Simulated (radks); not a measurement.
Results of a calculation; reference values are marked as such.
Ionisation of the arsenic ion As30+, [He] 2s1, to As31+, [He], under several functionals. Scalar-relativistic Kohn-Sham, spin-unpolarised, spherical densities, point nucleus; a radial shooting solver on a logarithmic mesh with Libxc functionals.

| functional | E(As30+) (hartree) | Exc (hartree) | IE (eV) | -e(HOMO) (eV) | <r> HOMO (bohr) | IE error (eV) |
|---|---|---|---|---|---|---|
| OLYP | -1209.46477 | -23.66714 | 3407.2 | 3351.1 | 0.1856 | -4.4 |
| exchange-only B88 | -1209.35615 | -23.55599 | 3406.6 | 3351.8 | 0.1855 | -5.0 |
| AM05 | -1207.24813 | -21.42828 | 3401.1 | 3347.6 | 0.1856 | -10.6 |
| exchange-only PBE | -1209.15936 | -23.35703 | 3408.1 | 3351.5 | 0.1855 | -3.5 |
| PBE | -1209.22501 | -23.42283 | 3408.6 | 3352.4 | 0.1855 | -3.0 |

NIST Atomic Spectra Database: 3411.6 eV (theoretical). Closest: PBE. The Delta-SCF values span 7.58 eV, the total energies 2.22 hartree. The highest occupied level is 2s. Spin polarisation and multiplet splitting are left out, so open shells lie too high by an amount that depends on their filling.

Beside tabulated values, note that spin-unpolarised runs miss the spin-polarisation part of the exchange energy of open shells.
